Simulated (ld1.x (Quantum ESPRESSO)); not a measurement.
## An all-electron radial function and its pseudo partner (sulfur)

Columns: radius, all-electron u(r) and pseudo u(r) of the 3s shell (level -17.25 eV) of sulfur in the configuration [Ne] 3s1.75 3p4.25; PBEsol, non-relativistic, TM scheme, ld1.x (Quantum ESPRESSO) 7.5.

```
r (bohr)  all-electron  pseudo
   0.075        0.1847  0.0281
   0.150       -0.0761  0.0570
   0.225       -0.3030  0.0877
   0.300       -0.4023  0.1209
   0.375       -0.3877  0.1577
   0.450       -0.2960  0.1991
   0.525       -0.1607  0.2458
   0.600       -0.0071  0.2988
   0.675        0.1476  0.3584
   0.750        0.2927  0.4242
   0.825        0.4223  0.4949
   0.900        0.5337  0.5678
   0.975        0.6262  0.6388
   1.050        0.7001  0.7034
   1.125        0.7566  0.7570
   1.200        0.7971  0.7971
   1.275        0.8233  0.8233
   1.350        0.8372  0.8372
   1.425        0.8406  0.8406
   1.500        0.8352  0.8352
   1.575        0.8226  0.8226
   1.650        0.8042  0.8042
   1.725        0.7813  0.7813
   1.800        0.7549  0.7549
   1.875        0.7261  0.7261
   1.950        0.6954  0.6954
```

**Question.** How many radial nodes do the two functions have?

**Answer.** The all-electron 3s function has n − l − 1 = 2; the pseudo-wave has 0, since the states of the same l below it are removed with the core.

**Question.** At about which radius was the pseudo-wave matched?

**Answer.** 1.25 bohr. The columns agree to 0.0005 from 1.12 bohr on; several derivatives are matched, so the curves merge somewhat inside the radius.

**Question.** Is the pseudo-wave norm-conserving?

**Answer.** Yes: the TM scheme keeps the norm inside the radius equal to the all-electron one, which fixes the energy derivative of the logarithmic derivative at the level.
